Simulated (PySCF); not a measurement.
InHClBr, SMILES [Cl][InH][Br].

Geometry optimised at PBE0-D3(BJ)/def2-SVP. The def2 effective core potentials stand for the cores of In; spin–orbit coupling is left out.

Computed with TDDFT-LC-ωPBE/def2-SVPD run with PySCF.

Vertical excitations.  State labels are in the subgroup Cs.

```csv
state,symmetry,energy (eV),λ (nm),f,main pairs
S1,A',5.93,209,0.041,HOMO→LUMO+1 88 %
S2,A",6.03,206,0.004,"HOMO−1→LUMO+1 66 %, HOMO→LUMO 20 %"
S3,A",6.08,204,0.010,"HOMO→LUMO 63 %, HOMO−1→LUMO+1 25 %"
S4,A",6.35,195,0.002,HOMO−2→LUMO 82 %
S5,A',6.40,194,0.037,"HOMO−2→LUMO+1 54 %, HOMO−1→LUMO 36 %"
S6,A',6.64,187,0.078,"HOMO−1→LUMO 50 %, HOMO−2→LUMO+1 25 %, HOMO−4→LUMO+1 13 %"
S7,A",6.77,183,0.033,HOMO−3→LUMO+1 87 %
S8,A',7.18,173,0.004,HOMO−3→LUMO 85 %
S9,A",7.38,168,0.000,HOMO−4→LUMO 92 %
S10,A",7.46,166,0.016,HOMO−5→LUMO 90 %
T1,A',5.34,232,0,"HOMO→LUMO+1 74 %, HOMO−2→LUMO+1 11 %"
T2,A",5.62,221,0,HOMO−1→LUMO+1 83 %
T3,A',5.62,221,0,"HOMO−2→LUMO+1 68 %, HOMO→LUMO+1 13 %"
T4,A",5.80,214,0,"HOMO→LUMO 53 %, HOMO−2→LUMO 29 %, HOMO−5→LUMO 9 %"
```
Triplets are in the Tamm–Dancoff approximation, which puts them higher than full response would, so one can lie above its singlet here.
